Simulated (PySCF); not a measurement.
# Electronic absorption of Si(vinyl)3(SiMe3)

Si(vinyl)3(SiMe3), C9H18Si2.
InChI=1S/C9H18Si2/c1-7-11(8-2,9-3)10(4,5)6/h7-9H,1-3H2,4-6H3

The calculation used TDDFT B3LYP/def2-SVPD, vertical, gas phase, core orbitals frozen in the response in PySCF. The structure is a single PBE0-D3(BJ)/def2-SVP conformer in the gas phase; no vibrational or solvent corrections.

Q: Predict the UV-vis stick spectrum at this level.

A: 

```json
{"state": "S1", "E (eV)": "5.15", "λ (nm)": "240.7", "f": "0.064", "|μ| (D)": "1.81", "main configurations (H = HOMO, L = LUMO)": "H→L/L+1 (≥96%)"}
{"state": "S2", "E (eV)": "5.16", "λ (nm)": "240.3", "f": "0.065", "|μ| (D)": "1.82", "main configurations (H = HOMO, L = LUMO)": "H→L/L+1 (≥96%)"}
{"state": "S3", "E (eV)": "5.45", "λ (nm)": "227.5", "f": "0.128", "|μ| (D)": "2.49", "main configurations (H = HOMO, L = LUMO)": "H→L+2 (94%)"}
{"state": "S4", "E (eV)": "6.05", "λ (nm)": "204.9", "f": "0.0014", "|μ| (D)": "0.24", "main configurations (H = HOMO, L = LUMO)": "H-1→L/L+1 (≥49%), H-2→L/L+1 (≥33%)"}
{"state": "S5", "E (eV)": "6.11", "λ (nm)": "202.9", "f": "0.0009", "|μ| (D)": "0.20", "main configurations (H = HOMO, L = LUMO)": "H→L+3 (98%)"}
{"state": "S6", "E (eV)": "6.16", "λ (nm)": "201.3", "f": "0.0046", "|μ| (D)": "0.44", "main configurations (H = HOMO, L = LUMO)": "H-1→L+2 (32%), H-2→L/L+1 (≥18%), H-1→L/L+1 (≥17%)"}
{"state": "S7", "E (eV)": "6.17", "λ (nm)": "200.9", "f": "0.0060", "|μ| (D)": "0.51", "main configurations (H = HOMO, L = LUMO)": "H-2→L+2 (35%), H-1→L/L+1 (≥18%), H-2→L/L+1 (≥16%)"}
{"state": "S8", "E (eV)": "6.45", "λ (nm)": "192.1", "f": "0.080", "|μ| (D)": "1.81", "main configurations (H = HOMO, L = LUMO)": "H-1→L+2 (30%), H-1→L/L+1 (≥16%), H-3→L/L+1 (≥14%)"}
{"state": "S9", "E (eV)": "6.46", "λ (nm)": "192.0", "f": "0.077", "|μ| (D)": "1.77", "main configurations (H = HOMO, L = LUMO)": "H-2→L+2 (29%), H-2→L/L+1 (≥11%), H-5→L/L+1 (≥9%)"}
{"state": "S10", "E (eV)": "6.47", "λ (nm)": "191.6", "f": "0.045", "|μ| (D)": "1.35", "main configurations (H = HOMO, L = LUMO)": "H-2→L/L+1 (≥26%), H-1→L/L+1 (≥14%)"}
```

Triplets, Tamm–Dancoff:

```
state  E (eV)  λ (nm)           main configurations (H = HOMO, L = LUMO)
   T1    4.16   298.2                      H→L/L+1 (≥44%), H-1→L+2 (17%)
   T2    4.16   298.1                      H→L/L+1 (≥43%), H-2→L+2 (15%)
   T3    4.18   296.7    H→L+2 (34%), H-1→L/L+1 (≥20%), H-2→L/L+1 (≥15%)
   T4    5.06   244.8  H→L/L+1 (≥51%), H-2→L/L+1 (≥10%), H-1→L/L+1 (≥9%)
```

The lowest singlet level (S1/S2) comes at 241 nm (497 kJ/mol) in the ultraviolet; it is of moderate strength. The strongest level in the table is S8/S9 at 6.45 eV (192 nm, f = 0.157 summed). S1/S2 and S8/S9 lie within about 0.01 eV of each other in each set. Löwdin shares by element: HOMO silicon 39%, carbon 14% or more (atoms not listed hold the other 47%); LUMO (one of a set within 0.03 eV) carbon 53% or more, silicon 9% or more (atoms not listed hold the other 38%). The oscillator strengths of these states sum to 0.472; summed over the whole spectrum of an exact calculation they would give the number of electrons, 100 (Thomas–Reiche–Kuhn). Of the 10 states listed, 6 reach f = 0.01 and none stays under 0.0005. Orbital energies (eV): HOMO-3 -8.16, HOMO-2 -7.58, HOMO-1 -7.57, HOMO -6.54, LUMO -0.62, LUMO+1 -0.61, LUMO+2 -0.45. Orbitals of the list HOMO-3 to LUMO+2 that lie within 0.01 eV of each other are written together with a slash and their weights summed (≥ marks a lower bound); for degenerate orbitals outside that list single weights are arbitrary. The window holds the lowest 10 singlets.

On AMD EPYC 9R45, 2 threads, no GPU, shared host, this took 76 s wall, 2.9 min CPU (with the writing of density and orbital grids) and 2.3 GiB of memory at its peak.
